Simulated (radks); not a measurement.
The numbers below are computed, except where a source is named.
Problem. The osmium ion Os3+, 73 electrons, occupied as [Xe] 4f14 5d5. Level of theory: scalar-relativistic Kohn-Sham, PBEsol, spin-polarised, spherical densities, point nucleus; open shells are filled with parallel spins first (spin-orbit coupling, left out, can overturn this in heavy ions) (a radial shooting solver on a logarithmic mesh with Libxc functionals). Some entries of the table are withheld. Estimate them.

orbital  occ.  eigenvalue (eV)  <r> (bohr)
1s down     1        -73884.84     0.01773
1s up       1        -73884.83     0.01773
2s up       1        -12893.43     0.07490
2s down     1        -12893.12     0.07490
2p up       3        -11231.12     0.06729
2p down     3        -11230.86     0.06729
3s up       1        -3023.766      0.1939
3s down     1        -3023.649      0.1939
3p up       3        -2535.799      0.1946
3p down     3        -2535.669      0.1946
3d up       5        -1990.819      0.1762
3d down     5        -1990.599      0.1762
4s up       1        -662.0576      0.4319
4s down     1        -661.7624      0.4319
4p up       3        -502.0088      0.4596
4p down     3        -501.7276      0.4595
4d up       5        -303.4553      0.4892
4d down     5        -303.1210      0.4890
5s up       1        -123.1723       1.007
5s down     1        -120.6482      0.9985
4f up       7         -82.8681      0.5579
5p up       3              (1)         (2)
4f down     7         -82.2870      0.5539
5p down     3              (3)         (4)
5d up       5         -36.4721         (5)
5d down     0         -32.5107         (6)
6s up       0         -31.3894       2.417
6s down     0         -28.2477       2.478
6p up       0         -22.5895       2.933

Solution. 
(1) 5p up eigenvalue (eV): -82.5080
(2) 5p up <r> (bohr): 1.164
(3) 5p down eigenvalue (eV): -79.2621
(4) 5p down <r> (bohr): 1.153
(5) 5d up <r> (bohr): 1.599
(6) 5d down <r> (bohr): 1.608
